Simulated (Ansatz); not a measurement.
**Low-lying states of SeO**

Calculated in Ansatz's Gaussian-basis code. State-averaged CASSCF with equal weights; occupations are averaged over the states; levels count from the state that is lowest in CASSCF. CASSCF levels without dynamic correlation can be off by over 1 eV. Solutions may break the symmetry of the shape. Lower solutions, or ones in other orbitals, may exist. The average may hold one member of a degenerate pair alone.

Geometry: bond length 3.2960 Å. A bond is stretched, to 1.77 times the sum of the covalent radii.

Basis cc-pVTZ, nonrelativistic, 10 orbitals frozen in the corrections; active space CAS(4,4). Averaged: 1 singlet, 1 triplet, 1 quintet.

Q: Give the levels in order, with their spins.

A: 

```
  state  CASSCF (eV)
singlet        0.000
triplet        0.025
quintet        0.080
```

Occupations: 1.09, 1.00, 1.00, 0.91.

Same geometry.

Basis cc-pVTZ, nonrelativistic, 10 orbitals frozen in the corrections; active space CAS(4,4). Averaged: 3 triplets.

Q: Give the levels in order.

A: 

```csv
state,CASSCF (eV)
triplet,0.000
triplet,1.338
triplet,1.357
```

Occupations: 1.06, 1.01, 1.00, 0.93.

Same geometry.

Basis cc-pVTZ, nonrelativistic, 10 orbitals frozen in the corrections; active space CAS(4,4). Averaged: 1 triplet, 1 quintet.

Q: Give the levels in order, with their spins.

A: 

```json
{"state": "quintet", "CASSCF (eV)": "0.000"}
{"state": "triplet", "CASSCF (eV)": "0.017"}
```

Occupations: 1.01, 1.00, 1.00, 0.99.
